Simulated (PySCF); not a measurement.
Two-component Hartree-Fock for Sn²⁺ (tin, charge +2)

Start: [Kr] 4d10 5s2. Calculated with PySCF 2.14 in x2c-TZVPPall-2c with one added diffuse shell each of s, p, d, f type (9s10p6d3f, 90 functions): generalised Hartree-Fock with the X2C-1e Hamiltonian and a Gaussian nucleus; spin-orbit coupling (SO) screened by Boettger's factors.

```csv
spinor shell,electrons,"ε, screened SO (eV)",weight of nominal j (screened SO),"rms radius, screened SO (bohr)"
1s1/2,2,-29362.0,1.000,0.0333
2s1/2,2,-4540.1,1.000,0.136
2p1/2,2,-4231.1,1.000,0.118
2p3/2,4,-3998.1,1.000,0.123
3s1/2,2,-930.09,1.000,0.361
3p1/2,2,-803.10,1.000,0.354
3d3/2,4,-536.67,1.000,0.340
3d5/2,6,-527.79,1.000,0.343
4s1/2,2,-177.45,1.000,0.874
4p1/2,2,-132.98,1.000,0.931
4p3/2,4,-125.01,1.000,0.960
4d3/2,4,-53.647,1.000,1.17
4d5/2,6,-52.505,1.000,1.18
5s1/2,2,-28.797,1.000,2.42
```

Question: Where does 3p3/2 lie, and what is the 3p spin-orbit splitting (screened SO)?

Answer: At -759.13 eV, 43.973 eV above 3p1/2.

```json
{"quantity": "E (hartree)", "screened SO": "-6173.75376"}
{"quantity": "M_J", "screened SO": "0"}
{"quantity": "⟨J²⟩", "screened SO": "0.000"}
{"quantity": "⟨L²⟩", "screened SO": "0.018"}
{"quantity": "⟨S²⟩", "screened SO": "0.018"}
```

Breit and QED terms are absent; they matter most for the inner s and p1/2 levels.

Densities and radii are taken from the X2C orbitals without a picture-change correction, which distorts them close to the nucleus.
